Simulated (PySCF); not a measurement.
## From computed data to an observable: dipole moment from atomic charges

Si(F)2(Cl)(OH) (ClF2HOSi), SMILES O[Si](F)(F)Cl. Atoms are numbered in the order given.

```xyz
6

O      1.6355    -0.4749    -0.5433
Si     0.1139    -0.3253     0.0010
F     -0.0355    -0.8559     1.5037
F     -0.8112    -1.2380    -0.9229
Cl    -0.5510     1.5918    -0.0387
H      2.3088     0.1390    -0.2372
```
Charge 0, spin multiplicity 1.

Coordinates come from a PBE0-D3(BJ)/def2-SVP optimisation. One conformer was computed; it need not be the lowest.

Charges (e) from HF/def2-TZVP (PySCF):

```json
[
 {"atom": "O1", "Mulliken": "-0.608", "ESP fit": "-0.594"},
 {"atom": "Si2", "Mulliken": "1.261", "ESP fit": "0.816"},
 {"atom": "F3", "Mulliken": "-0.379", "ESP fit": "-0.262"},
 {"atom": "F4", "Mulliken": "-0.377", "ESP fit": "-0.230"},
 {"atom": "Cl5", "Mulliken": "-0.263", "ESP fit": "-0.155"},
 {"atom": "H6", "Mulliken": "0.366", "ESP fit": "0.425"}
]
```

The dipole moment of the full density is 2.43 D.

Problem. What dipole moment does each set of point charges give, and which comes closer to that of the density?

Solution. 
μ = Σ q r, and 1 e Å = 4.8032 D.
Mulliken: Σ q r = (0.458, 0.302, 0.033) e Å, |μ| = 2.64 D.
ESP fit: Σ q r = (0.384, 0.338, 0.047) e Å, |μ| = 2.47 D.
ESP fit comes closer in size. Point charges leave out the atoms' own dipoles (lone pairs, polarised bonds); fits to the potential absorb them, partitions of the density don't.
